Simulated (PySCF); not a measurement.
These 2 structures share the formula CH5B3Cl2. Theory: PBE0-D3(BJ)/def2-SVP geometry optimisation, gas phase (PySCF). One conformer each; no zero-point energy, no entropy. No frequencies were run at this level. Point groups hold within 0.08 Å.

Question: Rank from lowest to highest electronic energy at this level (kcal/mol).
A. `[BH2:1][CH:2]([BH2:3])[B:4]([Cl:5])[Cl:6]` with H–B1–C2–B3 -124° and 55°, B1–C2–B3–H 122° and -58°, B1–C2–B4–Cl5 53°
B. `[BH2:1][CH2:2][BH:3][B:4]([Cl:5])[Cl:6]` with H–B1–C2–B3 -62° and 118°, B1–C2–B3–B4 -103°

Answer: A (0.0), B (9.7).

```csv
SMILES,E (Eh),E rel (kcal/mol),dipole (D),point group,"A, B, C (MHz)"
BC(B)B(Cl)Cl,-1035.29736,0.0,0.91,near Cs,"2579, 1854, 1338"
BCBB(Cl)Cl,-1035.28198,9.7,1.28,C1,"2904, 1363, 981.0"
```

How do the relative energies change in single points at CAM-B3LYP/pcSseg-2 (no added dispersion term) on the same geometries?

```json
{"SMILES": "BC(B)B(Cl)Cl", "PBE0-D3(BJ)/def2-SVP (kcal/mol)": "0.0", "CAM-B3LYP/pcSseg-2 (kcal/mol)": "0.0", "shift": "0.0"}
{"SMILES": "BCBB(Cl)Cl", "PBE0-D3(BJ)/def2-SVP (kcal/mol)": "9.7", "CAM-B3LYP/pcSseg-2 (kcal/mol)": "7.6", "shift": "-2.1"}
```

Each column counts from its own lowest isomer. The order is unchanged; the largest shift is 2.1 kcal/mol.
